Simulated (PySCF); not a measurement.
C₃H₅ (SMILES [CH]=CC), doublet, geometry from GFN2-xTB. Base run: PySCF with MN15/def2-SV(P).

Here is a job for PySCF.
```python
from pyscf import gto, scf, dft

mol = gto.Mole()
mol.atom = '''
    C     1.32517045    0.17996425   -0.00948946
    C     0.06095864    0.44136230   -0.01602886
    H     2.25652235    0.69360547   -0.03009773
    H    -0.31124892    1.47566041   -0.05242127
    C    -1.04589578   -0.57280156    0.02299841
    H    -0.64250733   -1.58055333    0.05836424
    H    -1.67008190   -0.40821458    0.90058097
    H    -1.67408412   -0.47164793   -0.86130678
'''
mol.basis = 'def2-sv(p)'
mol.spin = 1
mol.verbose = 4
mol.build()

mf = dft.UKS(mol)
mf.xc = 'mn15'
mf.kernel()
```

Each row names what was changed in the base input (with any setting that the change needs).

```csv
change,ΔE vs base (µEh),grid points,electrons on the grid
base,0.0,91400,23.00000
grids.radi_method = delley,-0.3,98384,23.00000
grids.becke_scheme = stratmann,-1.7,91400,23.00000
grids.prune = dft.gen_grid.sg1_prune,-106,40536,23.00007
"grids.atom_grid = (50, 194)",-18.9,52904,23.00002
"grids.atom_grid = (30, 110)",1779,19704,22.99932
grids.level = 0,9147,6360,22.99260
grids.prune = dft.gen_grid.treutler_prune,18.7,78400,23.00001
grids.level = 2,2.5,60488,23.00000
grids.level = 1,76.5,27904,23.00002
grids.radi_method = mura_knowles,0.0,87080,23.00000
```

Open shells are given as the SCF converged; they aren't shown to be the lowest states, and a large step between rows can be another state.
